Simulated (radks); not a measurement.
Results of a calculation; reference values are marked as such.
Coulomb parameter of the 4d shell of neutral ruthenium in the model configuration [Kr] 4d6.5 5s1.5, as a second difference U = [E(n + 0.5) + E(n - 0.5) - 2 E(n)] / (0.5)^2 with all orbitals relaxed. "Bare": the charge of the atom changes with n. "Screened": the 5s shell takes up the change at fixed total charge, which measures U(4d,4d) + U(5s,5s) - 2 U(4d,5s). Level of theory: scalar-relativistic Kohn-Sham, r2SCAN, spin-unpolarised, spherical densities, finite nucleus; meta-GGA in the generalised Kohn-Sham scheme; Fermi nuclear charge, rms radius 4.4809 fm (a radial shooting solver on a logarithmic mesh with Libxc functionals).

[
 {"case": "start", "configuration": "[Kr] 4d6.5 5s1.5", "E - E(n) (eV)": "0.000"},
 {"case": "bare +0.5", "configuration": "[Kr] 4d7 5s1.5", "E - E(n) (eV)": "-2.133"},
 {"case": "bare -0.5", "configuration": "[Kr] 4d6 5s1.5", "E - E(n) (eV)": "4.490"},
 {"case": "screened +0.5", "configuration": "[Kr] 4d7 5s1", "E - E(n) (eV)": "-0.709"},
 {"case": "screened -0.5", "configuration": "[Kr] 4d6 5s2", "E - E(n) (eV)": "1.043"}
]

U(bare) = 9.429 eV, U(screened by 5s) = 1.334 eV, against the Slater integral F0(4d,4d) = 15.177 eV with frozen orbitals. The step up makes a negative ion, whose loosely bound charge lowers the bare value.
